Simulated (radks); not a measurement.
Spherical quantum dot in the effective-mass picture: electrons in a hard-walled sphere of radius 7.33, with a point charge +1 (a donor) at the centre, all in effective atomic units (hartree* = m*/eps^2 hartree, bohr* = eps/m* bohr), one dielectric constant everywhere. Calculated with a radial shooting solver with Libxc functionals: non-relativistic Kohn-Sham, exchange-only LDA, spin-polarised, spherical densities. Levels are named by radial order and angular momentum (1s, 1p, 1d, 2s, ...), and open shells are averaged over m. Results are scaled to m* = 0.241 and eps = 17.1, for which hartree* = 22.43 meV and bohr* = 3.755 nm.

N = 15, configuration 1s2 1p6 1d(up 5, down 1) 2s(up 1, down 0). This is the lowest configuration that the search found. Occupied and some empty levels:

level,occupation,eigenvalue (meV),<r> (nm)
1s up,1,54.073,16.85
1s down,1,55.316,18.69
1p up,3,55.368,19.63
1p down,3,56.393,19.62
2s up,1,56.992,9.003
1d up,5,57.171,20.18
1d down,1,58.199,20.15
1f up,0,59.661,20.62
1f down,0,60.697,20.61
2s down,0,61.071,9.438
1g up,0,62.793,21.01
1g down,0,63.835,21.00
2p up,0,65.309,13.51
2p down,0,66.607,14.11

Energy (meV): total 412.814, kinetic 103.56, external -83.739, Hartree 452.85, exchange-correlation -59.862.

Electron density:

r (nm),n(r) (e/nm^3)
0.781,0.003744
2.84,0.001260
4.89,0.0004475
6.95,0.0001807
9.00,0.0001015
11.1,0.00009691
13.1,0.0001319
15.2,0.0001927
17.2,0.0002629
19.3,0.0003096
21.3,0.0002888
23.4,0.0001850
25.4,0.00005614
27.5,5.456e-08
